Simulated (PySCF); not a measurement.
F2Mn, neutral, multiplicity 6. Atoms are numbered in the order given.

```xyz
3

Mn     0.0000     0.0000     0.0000
F      0.0000     0.0000    -1.7916
F      0.0000     0.0000     1.7916
```
Charge 0, spin multiplicity 6.

Geometry optimised at PBE0-D3(BJ)/def2-TZVP. The multiplicity is an assumed one; other spin states were not compared. The isomer is the one that the SMILES or the coordinates give; other isomers of the formula were not compared.

Level of theory: PBE0/def2-TZVPD run with PySCF.

```yaml
total_energy: -1350.49268 hartree
point_group: D∞h
"α spin, highest occupied and lowest empty level": -8.80 and -1.11 eV
"β spin, highest occupied and lowest empty level": -10.63 and -2.68 eV
dipole_moment: 0.00 D
mean_static_polarisability: 24.8 bohr³ (3.68 Å³)
polarisability_principal_values: 22.2, 22.2, 30.2 bohr³
"⟨S²⟩": 8.762 (pure state 8.75)
```
